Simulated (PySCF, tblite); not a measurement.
Isomers of C3H5FN2Si. Computed values, GFN2-xTB/tblite, gas phase, harmonic and unscaled. This tight-binding method is rough: wavenumbers can miss measured ones by several per cent, in bad cases by 10 to 20. Modes of hydrogen on silicon can be 10 to 20 % off. One conformer each.

Electronic energies: PBE0/pcSseg-1 single points on the GFN2-xTB geometries (PySCF, gas phase).

```json
{"SMILES": "F[SiH2]c1c[nH]cn1", "electronic energy, lowest = 0 (kJ/mol)": "27.5"}
{"SMILES": "Fc1ccn([SiH3])n1", "electronic energy, lowest = 0 (kJ/mol)": "225.5"}
{"SMILES": "Fc1nccn1[SiH3]", "electronic energy, lowest = 0 (kJ/mol)": "174.9"}
{"SMILES": "N#C/C(CF)=N\\[SiH3]", "electronic energy, lowest = 0 (kJ/mol)": "317.0"}
{"SMILES": "N#C/C=C(\\F)[SiH2]N", "electronic energy, lowest = 0 (kJ/mol)": "241.2"}
{"SMILES": "F[SiH2]n1ccnc1", "electronic energy, lowest = 0 (kJ/mol)": "0.0"}
```

Problem. How do GFN2-xTB zero-point energies change the relative energies?

Solution. 
```tsv
SMILES	ZPE (kJ/mol)	of it from modes above 1550 cm⁻¹	electronic (kJ/mol)	with ZPE, lowest = 0 (kJ/mol)	lowest mode (cm⁻¹)	rings
F[SiH2]n1ccnc1	206.5	85.3	0.0	0.0	40	1
F[SiH2]c1c[nH]cn1	205.5	86.4	27.5	26.6	41	1
Fc1nccn1[SiH3]	198.0	89.2	174.9	166.4	34	1
Fc1ccn([SiH3])n1	197.1	88.8	225.5	216.0	35	1
N#C/C=C(\F)[SiH2]N	194.6	111.2	241.2	229.3	45	0
N#C/C(CF)=N\[SiH3]	188.6	100.5	317.0	299.1	35	0
```

The zero-point energies span 17.9 kJ/mol, from `N#C/C(CF)=N\[SiH3]` to `F[SiH2]n1ccnc1`. The order is unchanged.

Problem. And how do the electronic energies of GFN2-xTB itself compare?

Solution. `F[SiH2]n1ccnc1` 0.0; `F[SiH2]c1c[nH]cn1` 85.9; `Fc1nccn1[SiH3]` 149.2; `Fc1ccn([SiH3])n1` 212.3; `N#C/C=C(\F)[SiH2]N` 408.8; `N#C/C(CF)=N\[SiH3]` 385.4 kJ/mol, lowest = 0. Against the energies above, taken from the same isomer `F[SiH2]n1ccnc1`, the largest difference is 167.6 kJ/mol.

Problem. What do entropy and thermal enthalpy add at 298.15 K and 1 bar (rigid rotor, harmonic oscillator, one conformer each)?

Solution. 
```
            SMILES  point group  symmetry number  S (J/(mol K))  H − H(0) (kJ/mol)  ZPE + H − H(0) − TS (kJ/mol)
    F[SiH2]n1ccnc1           Cs                1          355.4              21.12                         121.7
 F[SiH2]c1c[nH]cn1           Cs                1          357.5              21.44                         120.4
    Fc1nccn1[SiH3]           Cs                1          359.3              21.70                         112.6
N#C/C=C(\F)[SiH2]N           C1                1          390.4              26.17                         104.4
N#C/C(CF)=N\[SiH3]           C1                1          394.1              25.97                          97.1
```

Not tabulated: `Fc1ccn([SiH3])n1` (point group not settled).
